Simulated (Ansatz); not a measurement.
Consider the ligand exchange at a Zr–Cl bond: `[F][Zr]([SH])([Cl])[Cl]` + dimethylamine → `C[N](C)[Zr]([F])([SH])[Cl]` + HCl.

Isolated molecules relaxed with PBE0-D4/def2-TZVP in Ansatz; ΔE leaves out vibrations. CCSD(T)/CBS adds triple-zeta CCSD(T) − MP2 to the extrapolated MP2 energy (def2 sets, frozen cores). This one scheme is used for every species. DFT in def2-TZVPP. def2 core potentials past Kr. For Zr outer-core shells are correlated without core-valence functions, which leaves a few kJ/mol of doubt a bond. One conformer a species, not always the lowest.

(1) Is it downhill or uphill in electronic energy at CCSD(T)/CBS, and by how much? (Estimate.)

(2) What do these levels give: PBE-D4, r2SCAN-D4, r2SCAN0-D4, BHLYP-D4, r2SCAN, PBE0? (Best estimate.)

Largest T1 diagnostic among the species: 0.017.

Answers

(1) The calculation gave: Uphill: ΔE = +63.6 kJ/mol.

(2) Computed: PBE-D4 65.3, r2SCAN-D4 71.5, r2SCAN0-D4 73.9, BHLYP-D4 73.1, r2SCAN 74.3, PBE0 77.0 kJ/mol.

The D4 term adds −12.2 kJ/mol with B3LYP and −7.4 kJ/mol with PBE0; it sums over pairs of atoms, weighted by their polarisabilities, and B3LYP, whose exchange is more repulsive, gets the larger term. From BLYP to BHLYP (50 % exact exchange), in def2-TZVPP and without D4, ΔE moves by +6.0 kJ/mol. At CCSD(T), def2-SVP lies −8.7 kJ/mol from the extrapolated value and def2-TZVPP −5.9 kJ/mol.

B3LYP here is the variant with VWN-RPA as its local correlation; programs differ in this.
